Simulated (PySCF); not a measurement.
H2O3S, SMILES OS(=O)O.

Geometry optimised at B3LYP-D3(BJ)/def2-SVP. The values are those of a single conformer.

Computed with ωB97X/def2-TZVPD run with PySCF.

Symmetry labels are those of the subgroup Cs that the program uses (full group Cs).

Computed valence orbital energies around the gap with their symmetry:
```
orbital  symmetry  energy (eV)
-------  --------  -----------
HOMO−7         A'       -17.27
HOMO−6         A'       -16.54
HOMO−5         A"       -15.73
HOMO−4         A'       -13.89
HOMO−3         A'       -13.51
HOMO−2         A"       -12.76
HOMO−1         A"       -11.81
HOMO           A'       -11.04
LUMO           A'         1.44
LUMO+1         A"         1.57
LUMO+2         A'         1.93
LUMO+3         A'         1.99
```
